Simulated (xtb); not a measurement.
xtb input (GFN2-xTB):

```bash
xtb mol.xyz --gfn 2 --sp --chrg 1 --uhf 0
```
mol.xyz:
```
10

O      0.35124896    -0.71821310    -0.08793325
Sn    -1.77460881    -0.78335130    -0.00027416
H     -1.98473348    -2.45914763    -0.10387848
H     -2.14243571     0.14589372    -1.36638894
H     -2.01125752    -0.04751673     1.50555967
Sn     1.71351439     0.90951304     0.01569140
H      0.53448176     2.11686784     0.15880990
H      2.49992889     0.76108895    -1.47528159
H      2.58733661     0.50657419     1.40767583
H      0.76140838    -1.58614256    -0.19389230
```

Output:

```
           -------------------------------------------------
          |                Calculation Setup                |
           -------------------------------------------------

           -------------------------------------------------
          |                 G F N 2 - x T B                 |
           -------------------------------------------------

        Reference                      10.1021/acs.jctc.8b01176
      * Hamiltonian:
        H0-scaling (s, p, d)           1.850000    2.230000    2.230000
        zeta-weighting                 0.500000
      * Dispersion:
        s8                             2.700000
        a1                             0.520000
        a2                             5.000000
        s9                             5.000000
      * Repulsion:
        kExp                           1.500000    1.000000
        rExp                           1.000000
      * Coulomb:
        alpha                          2.000000
        third order                    shell-resolved
        anisotropic                    true
        a3                             3.000000
        a5                             4.000000
        cn-shift                       1.200000
        cn-exp                         4.000000
        max-rad                        5.000000

          ...................................................
          :                      SETUP                      :
          :.................................................:
          :  # basis functions                  31          :
          :  # atomic orbitals                  29          :
          :  # shells                           15          :
          :  # electrons                        20          :
          :  max. iterations                   250          :
          :  Hamiltonian                  GFN2-xTB          :
          :  restarted?                      false          :
          :  GBSA solvation                  false          :
          :  PC potential                    false          :
          :  electronic temp.          300.0000000     K    :
          :  accuracy                    1.0000000          :
          :  -> integral cutoff          0.2500000E+02      :
          :  -> integral neglect         0.1000000E-07      :
          :  -> SCF convergence          0.1000000E-05 Eh   :
          :  -> wf. convergence          0.1000000E-03 e    :
          :  Broyden damping             0.4000000          :
          :  net charge                          1          :
          :  unpaired electrons                  0          :
          ...................................................

 iter      E             dE          RMSdq      gap      omega  full diag
   1    -11.1495214 -0.111495E+02  0.136E+01    4.27       0.0  T
   2    -11.3443066 -0.194785E+00  0.159E+01    5.74       1.0  T
   3    -11.2815616  0.627449E-01  0.186E+01    5.78       1.0  T
   4    -11.3954035 -0.113842E+00  0.348E+00    5.28       1.0  T
   5    -11.4009123 -0.550883E-02  0.127E+00    5.41       1.0  T
   6    -11.4020428 -0.113052E-02  0.150E-01    5.47       1.0  T
   7    -11.4020518 -0.896670E-05  0.746E-02    5.46       1.0  T
   8    -11.4020551 -0.329893E-05  0.224E-02    5.46       1.4  T
   9    -11.4020557 -0.578618E-06  0.147E-02    5.46       2.1  T
  10    -11.4020559 -0.241540E-06  0.252E-03    5.46      12.5  T
  11    -11.4020559 -0.272299E-08  0.209E-03    5.46      15.1  T
  12    -11.4020559 -0.177304E-08  0.302E-04    5.46     104.6  T
  13    -11.4020559 -0.464695E-11  0.703E-05    5.46     449.7  T

   *** convergence criteria satisfied after 13 iterations ***

         #    Occupation            Energy/Eh            Energy/eV
      -------------------------------------------------------------
         1        2.0000           -0.9928674             -27.0173
       ...           ...                  ...                  ...
         4        2.0000           -0.7473025             -20.3351
         5        2.0000           -0.6827411             -18.5783
         6        2.0000           -0.6735277             -18.3276
         7        2.0000           -0.6222498             -16.9323
         8        2.0000           -0.6216158             -16.9150
         9        2.0000           -0.6207548             -16.8916
        10        2.0000           -0.6130941             -16.6831 (HOMO)
        11                         -0.4124750             -11.2240 (LUMO)
        12                         -0.3928656             -10.6904
        13                         -0.3896544             -10.6030
        14                         -0.3666802              -9.9779
        15                         -0.3618066              -9.8453
       ...                                ...                  ...
        29                          0.4966750              13.5152
      -------------------------------------------------------------
                  HL-Gap            0.2006191 Eh            5.4591 eV
             Fermi-level           -0.5127846 Eh          -13.9536 eV

 SCC (total)                   0 d,  0 h,  0 min,  0.009 sec
 SCC setup                      ...        0 min,  0.000 sec (  1.559%)
 Dispersion                     ...        0 min,  0.000 sec (  0.599%)
 classical contributions        ...        0 min,  0.000 sec (  0.347%)
 integral evaluation            ...        0 min,  0.001 sec ( 12.282%)
 iterations                     ...        0 min,  0.005 sec ( 56.607%)
 molecular gradient             ...        0 min,  0.002 sec ( 26.731%)
 printout                       ...        0 min,  0.000 sec (  1.645%)

         :::::::::::::::::::::::::::::::::::::::::::::::::::::
         ::                     SUMMARY                     ::
         :::::::::::::::::::::::::::::::::::::::::::::::::::::
         :: total energy             -11.366684590905 Eh    ::
         :: gradient norm              0.030300898330 Eh/a0 ::
         :: HOMO-LUMO gap              5.459123055459 eV    ::
         ::.................................................::
         :: SCC energy               -11.402049791278 Eh    ::
         :: -> isotropic ES            0.108199187520 Eh    ::
         :: -> anisotropic ES         -0.006860109975 Eh    ::
         :: -> anisotropic XC         -0.002029245361 Eh    ::
         :: -> dispersion             -0.004413236441 Eh    ::
         :: repulsion energy           0.035365200373 Eh    ::
         :: add. restraining           0.000000000000 Eh    ::
         :: total charge               1.000000000000 e     ::
         :::::::::::::::::::::::::::::::::::::::::::::::::::::

           -------------------------------------------------
          |                Property Printout                |
           -------------------------------------------------

    * Orbital Energies and Occupations

         #    Occupation            Energy/Eh            Energy/eV
      -------------------------------------------------------------
         1        2.0000           -0.9928674             -27.0173
         2        2.0000           -0.9919539             -26.9924
         3        2.0000           -0.8636981             -23.5024
         4        2.0000           -0.7473025             -20.3351
         5        2.0000           -0.6827411             -18.5783
         6        2.0000           -0.6735277             -18.3276
         7        2.0000           -0.6222498             -16.9323
         8        2.0000           -0.6216158             -16.9150
         9        2.0000           -0.6207548             -16.8916
        10        2.0000           -0.6130941             -16.6831 (HOMO)
        11                         -0.4124750             -11.2240 (LUMO)
        12                         -0.3928656             -10.6904
        13                         -0.3896544             -10.6030
        14                         -0.3666802              -9.9779
        15                         -0.3618066              -9.8453
        16                         -0.3380832              -9.1997
        17                         -0.3374906              -9.1836
        18                         -0.3067461              -8.3470
        19                         -0.2771725              -7.5422
        20                         -0.2604105              -7.0861
        21                         -0.1992677              -5.4224
       ...                                ...                  ...
        29                          0.4966750              13.5152
      -------------------------------------------------------------
                  HL-Gap            0.2006191 Eh            5.4591 eV
             Fermi-level           -0.5127846 Eh          -13.9536 eV

     #   Z          covCN         q      C6AA      α(0)
     1   8 O        2.286    -0.462    22.023     6.338
     2  50 Sn       3.578     0.220   324.386    32.903
     3   1 H        0.929     0.114     1.663     2.017
     4   1 H        0.928     0.118     1.632     1.998
     5   1 H        0.928     0.117     1.637     2.001
     6  50 Sn       3.579     0.221   324.338    32.900
     7   1 H        0.928     0.106     1.726     2.055
     8   1 H        0.929     0.120     1.610     1.984
     9   1 H        0.929     0.121     1.608     1.983
    10   1 H        0.809     0.325     0.649     1.265

 Mol. C6AA /au·bohr⁶  :       2401.329465
 Mol. C8AA /au·bohr⁸  :     205347.054873
 Mol. α(0) /au        :         85.443486

Wiberg/Mayer (AO) data.
largest (>0.10) Wiberg bond orders for each atom

 ---------------------------------------------------------------------------
     #   Z sym  total        # sym  WBO       # sym  WBO       # sym  WBO
 ---------------------------------------------------------------------------
     1   8 O    2.277 --    10 H    0.884     6 Sn   0.605     2 Sn   0.597
     2  50 Sn   2.615 --     5 H    0.689     4 H    0.688     3 H    0.684
                             1 O    0.597
     3   1 H    0.984 --     2 Sn   0.684     4 H    0.132     5 H    0.131
     4   1 H    0.986 --     2 Sn   0.688     5 H    0.135     3 H    0.132
     5   1 H    0.986 --     2 Sn   0.689     4 H    0.135     3 H    0.131
     6  50 Sn   2.614 --     7 H    0.698     8 H    0.679     9 H    0.679
                             1 O    0.605
     7   1 H    0.989 --     6 Sn   0.698     9 H    0.130     8 H    0.129
     8   1 H    0.984 --     6 Sn   0.679     9 H    0.138     7 H    0.129
     9   1 H    0.984 --     6 Sn   0.679     8 H    0.138     7 H    0.130
    10   1 H    0.894 --     1 O    0.884
 ---------------------------------------------------------------------------

Topologies differ in total number of bonds
Writing topology from bond orders to xtbtopo.mol

molecular dipole:
                 x           y           z       tot (Debye)
 q only:        0.056      -0.087      -0.012
   full:        0.188      -0.331      -0.043       0.974
molecular quadrupole (traceless):
                xx          xy          yy          xz          yz          zz
 q only:       10.501       7.556      -2.122      -0.053       0.310      -8.379
  q+dip:        6.958       4.503      -0.868      -0.099       0.344      -6.090
   full:       11.847       8.058      -1.280      -0.176       0.593     -10.567

           -------------------------------------------------
          | TOTAL ENERGY              -11.366684590905 Eh   |
          | GRADIENT NORM               0.030300898330 Eh/α |
          | HOMO-LUMO GAP               5.459123055459 eV   |
           -------------------------------------------------

------------------------------------------------------------------------
------------------------------------------------------------------------
Note: The following floating-point exceptions are signalling: IEEE_UNDERFLOW_FLAG IEEE_DENORMAL
normal termination of xtb
 total:
 SCF:
```

It need not be the lowest isomer of its formula.
